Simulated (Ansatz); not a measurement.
System: sum formula LiNH3F, charge 0, multiplicity 1. 
Geometry from a B3LYP-D3(BJ)/def2-TZVP (Ansatz, a quantum-chemistry and plane-wave program) optimisation:
```
N
H 1 1.0158
H 1 1.0158 2 106.65
H 1 1.0158 2 106.65 3 -113.69
Li 1 2.0489 2 112.16 4 -123.16
F 5 1.5909 3 158.85 1 -180.00
```
Charge 0, spin multiplicity 1.

**Question.** Give the harmonic wavenumbers at B3LYP-D3(BJ)/def2-TZVP (Ansatz, finite differences of forces, unscaled).

**Answer.** 46, 46, 284, 469, 469, 919, 1192, 1669, 1669, 3457, 3560, 3560 cm⁻¹. Zero-point energy 24.8 kcal/mol.

**Question.** From these and the geometry, give the ideal-gas thermochemistry at 298.15 K and 1 atm (rigid rotor, harmonic oscillator).

**Answer.** Point group C3v, rotational symmetry number 3. Rotational constants 188.8, 4.033, 4.033 GHz. S(trans) 37.20, S(rot) 19.99, S(vib) 13.15, S(elec, spin only) 0.00, S 70.3 cal/(mol K). H(298) - H(0) 4.06 kcal/mol; G - E(el) 7.9 kcal/mol.
